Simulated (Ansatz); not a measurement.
Basis sets compared for Hf3N3. Charge 0, multiplicity 2. Geometry PBE0-D4/def2-SVP. Ansatz on 4 threads of Arm Neoverse V1 on a shared host; times are rough, and most runs start from earlier orbitals.

```tsv
atom	x (Å)	y (Å)	z (Å)
Hf1	0.516	1.219	-0.557
Hf2	0.464	-0.731	1.516
Hf3	-1.841	-0.204	-0.198
N4	-0.428	-0.445	-1.612
N5	1.073	1.063	1.315
N6	0.217	-0.902	-0.464
```

In the def2 sets Hf takes a core potential; there is no spin–orbit coupling. At r2SCAN-D4/def2-TZVP, r2SCAN-D4/def2-TZVPD, PBE0-D4/def2-TZVP, PBE0-D4/def2-TZVPD the charge 0 doublet is spin-contaminated (final ⟨S²⟩ up to 1.00, 0.75 for a pure state). The structure comes from a short search, and lower isomers may exist.

Binding counts from free atoms (Hf triplet, N quartet) in the same basis, without a counterpoise term.

```csv
level,functions,energy (Eh),HOMO (eV),LUMO (eV),binding per atom (eV),wall time
PBE-D4/def2-SVP,138,-308.0457,-3.38,-2.79,4.74,7.5 s
PBE-D4/def2-TZVP,213,-308.2653,-3.36,-2.80,4.77,11 s
r2SCAN-D4/def2-TZVP (with forces),213,-308.3313,-3.58,-2.69,4.43,29 s
PBE0-D4/def2-SVP,138,-307.8947,-4.03,-2.27,4.29,20 s
PBE0-D4/def2-TZVP,213,-308.1216,-4.01,-2.30,4.37,34 s
```

**Question.** Estimate the rows for PBE-D4/def2-TZVPD, r2SCAN-D4/def2-TZVPD, PBE0-D4/def2-TZVPD.

**Answer.** 
```json
{"level": "PBE-D4/def2-TZVPD", "functions": "240", "energy (Eh)": "-308.2670", "HOMO (eV)": "-3.39", "LUMO (eV)": "-2.83", "binding per atom (eV)": "4.78", "wall time": "14 s"}
{"level": "r2SCAN-D4/def2-TZVPD", "functions": "240", "energy (Eh)": "-308.3329", "HOMO (eV)": "-3.61", "LUMO (eV)": "-2.72", "binding per atom (eV)": "4.43", "wall time": "36 s"}
{"level": "PBE0-D4/def2-TZVPD", "functions": "240", "energy (Eh)": "-308.1234", "HOMO (eV)": "-4.04", "LUMO (eV)": "-2.34", "binding per atom (eV)": "4.37", "wall time": "40 s"}
```
